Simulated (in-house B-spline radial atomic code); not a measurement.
Values are calculated unless marked as measured or tabulated.
**Making a Troullier-Martins s channel for Nb, r_c = 3.14 bohr**

Nb, [Kr] 4d4 5s1, non-relativistic LDA (VWN5), spherical and spin-unpolarised, from an all-electron radial atomic-structure program (B-spline basis) (atomic units). The all-electron 5s level is ε = -0.144272 hartree, its outermost node lies just inside 1.45 bohr and its outer maximum at 3.14 bohr.

Inside r_c the pseudo-orbital is u(r) = r^1 exp(p(r)), with p = c0 + c2 r² + c4 r⁴ + … + c12 r¹². The seven coefficients follow from p and its first four derivatives at r_c, from zero curvature of the screened potential at the origin, c4 = −c2²/(2l + 5), and from the norm inside r_c. At r_c the all-electron orbital has P = 0.5710972, P' = 0.002097027, the screened potential V = -0.3420559, V' = 0.2365118, V'' = -0.2645275, and the norm inside is Q = 0.3524826.

**Question.** What are p, p' and p'' at r_c?

**Answer.** p = ln(P/r_c^1) = ln(0.5710972/3.14) = -1.70442. p' = P'/P − 1/r_c = 0.00367 − 0.31847 = -0.31480. The radial equation gives p'' = 2(V − ε) − 2(1) p'/r_c − p'² = -0.39557 − (-0.20051) − 0.09910 = -0.29416. Differentiating, p''' = 2V' + 2(1)p'/r_c² − 2(1)p''/r_c − 2p'p'' = 0.41133, and p'''' = 2V'' − 4(1)p'/r_c³ + 4(1)p''/r_c² − 2(1)p'''/r_c − 2p''² − 2p'p''' = -0.7838.

For a trial c2 the five matching conditions are linear in c0, c6, c8, c10 and c12, and c2 is varied until the norm inside r_c equals Q. The root nearest zero gives:

```csv
n,c_n
0,-2.631883
2,0.3761921
4,-0.0283041
6,-0.004104594
8,0.0007792965
10,-4.729895e-05
12,1.030392e-06
```

**Question.** Check c4 and p(r_c), and find the screened pseudopotential at the origin.

**Answer.** −c2²/5 = -0.0283041, as listed. The terms c_n r_c^n are -2.63188, 3.70910, -2.75149, -3.93412, 7.36444, -4.40705, 0.94658, which sum to -1.70442. Inverting the radial equation, V_l(r) = ε + 1 p'/r + (p'' + p'²)/2, so V_l(0) = ε + (2l + 3) c2 = -0.144272 + 3 × (0.376192) = 0.9843 hartree, finite where the all-electron potential diverges.

Orbitals and screened potentials:

```json
{"r (bohr)": "0.314", "P": "0.1573", "u": "0.02344", "V all-electron": "-48.98", "V pseudo": "0.9827"}
{"r (bohr)": "0.785", "P": "-0.2325", "u": "0.07039", "V all-electron": "-8.582", "V pseudo": "0.9236"}
{"r (bohr)": "1.256", "P": "-0.1265", "u": "0.1507", "V all-electron": "-3.062", "V pseudo": "0.6432"}
{"r (bohr)": "1.727", "P": "0.1936", "u": "0.28", "V all-electron": "-1.413", "V pseudo": "0.08981"}
{"r (bohr)": "2.198", "P": "0.425", "u": "0.4329", "V all-electron": "-0.7802", "V pseudo": "-0.4087"}
{"r (bohr)": "2.669", "P": "0.5399", "u": "0.5397", "V all-electron": "-0.492", "V pseudo": "-0.4831"}
{"r (bohr)": "3.14", "P": "0.5711", "u": "0.5711", "V all-electron": "-0.3421", "V pseudo": "-0.3421"}
```

Logarithmic derivatives P'/P at R = 3.44 bohr, for energies E around ε:

```csv
E − ε (hartree),all-electron,pseudo
-0.5,0.790871,0.784777
-0.25,0.440724,0.437712
-0.1,0.153493,0.152681
0,-0.0968244,-0.0968254
0.1,-0.428157,-0.430155
0.25,-1.24059,-1.27299
0.5,-9.62554,-16.12
```

**Question.** With P(R) = 0.5627024 and a norm of 0.4493781 inside R, what slope in energy does norm conservation fix?

**Answer.** d(P'/P)/dE = −2 × (norm inside R)/P(R)² = -2.8385 per hartree·bohr at E = ε, for both atoms, since orbital and norm agree at R. Differences over ±0.1 hartree give -2.9082 (all-electron) and -2.9142 (pseudo), which also hold third-order terms. Half a hartree below ε the two curves differ by -0.0061.
